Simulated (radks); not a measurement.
Question: The mean radii <r> (bohr) of the occupied orbitals of an atom or ion are listed with their occupations. Method: Dirac Kohn-Sham, LDA (Slater exchange, Perdew-Wang correlation), spin-unpolarised, spherical densities, finite nucleus; Fermi nuclear charge, rms radius of each element as measured or else 0.836 A^(1/3) + 0.57 fm; computed with a radial shooting solver on a logarithmic mesh with Libxc functionals.

| orbital | occ. | <r> |
|---|---|---|
| 1s1/2 | 2 | 0.02152 |
| 2s1/2 | 2 | 0.09102 |
| 2p1/2 | 2 | 0.07592 |
| 2p3/2 | 4 | 0.08287 |
| 3s1/2 | 2 | 0.2392 |
| 3p1/2 | 2 | 0.2288 |
| 3p3/2 | 4 | 0.2420 |
| 3d3/2 | 4 | 0.2142 |
| 3d5/2 | 6 | 0.2183 |
| 4s1/2 | 2 | 0.5418 |
| 4p1/2 | 2 | 0.5529 |
| 4p3/2 | 4 | 0.5834 |
| 4d3/2 | 4 | 0.6180 |
| 4d5/2 | 6 | 0.6289 |
| 5s1/2 | 2 | 1.327 |
| 5p1/2 | 2 | 1.502 |
| 5p3/2 | 4 | 1.611 |
| 6s1/2 | 2 | 4.109 |
| 4f5/2 | 6 | 0.9011 |
| 4f7/2 | 3 | 0.9242 |

Name the element and its charge. Open shells, if any, fill j = l - 1/2 first.

Answer: Z = 65, terbium, charge 0: Tb in [Xe] 4f9 6s2. The 1s radius gives Z: for a bare nucleus <r> = (2 gamma + 1)/(2Z) with gamma = sqrt(1 - (Z/c)^2), 0.02124 bohr for Z = 65, and screening makes it slightly larger (0.02152 here). The occupations add up to 65, and the charge is Z minus that.
